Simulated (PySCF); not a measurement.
Ga(F)(OH)(NH2) (FGaH3NO), SMILES [NH2][Ga]([OH])[F].

The structure is a stationary point at PBE0-D3(BJ)/def2-SVP. Other conformers were not sampled.

Method: PySCF 2.14.0 with IEF-PCM-B3LYP/def2-SVP.

The values are the electrostatic part of the solvation free energy, E(continuum) − E(gas) at the gas-phase geometry, in a cavity of scaled van der Waals radii (PySCF's table); cavitation and dispersion terms are not included. A continuum can't describe solvent molecules that bind to the metal. In vacuum the orbital gap is 6.46 eV. The dipole moment in vacuum is 1.48 D.

```json
[
 {"solvent": "water", "ε": "78.36", "ΔG(elec) (kcal/mol)": "-8.5", "dipole (D)": "1.69", "gap (eV)": "6.41"},
 {"solvent": "cyclohexanone", "ε": "15.62", "ΔG(elec) (kcal/mol)": "-7.9", "dipole (D)": "1.68", "gap (eV)": "6.41"},
 {"solvent": "N,N-dimethylformamide", "ε": "37.22", "ΔG(elec) (kcal/mol)": "-8.3", "dipole (D)": "1.69", "gap (eV)": "6.41"}
]
```
